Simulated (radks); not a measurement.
Task: Coulomb parameter of the 3d shell of the cobalt ion Co2+ in the model configuration [Ar] 3d6 4s1, as a second difference U = [E(n + 0.25) + E(n - 0.25) - 2 E(n)] / (0.25)^2 with all orbitals relaxed. "Bare": the charge of the atom changes with n. "Screened": the 4s shell takes up the change at fixed total charge, which measures U(3d,3d) + U(4s,4s) - 2 U(3d,4s). Calculated with a radial shooting solver on a logarithmic mesh with Libxc functionals: scalar-relativistic Kohn-Sham, BLYP, spin-unpolarised, spherical densities, point nucleus. Estimate both.

Result: U(bare) = 18.019 eV, U(screened by 4s) = 4.651 eV, against the Slater integral F0(3d,3d) = 26.281 eV with frozen orbitals.
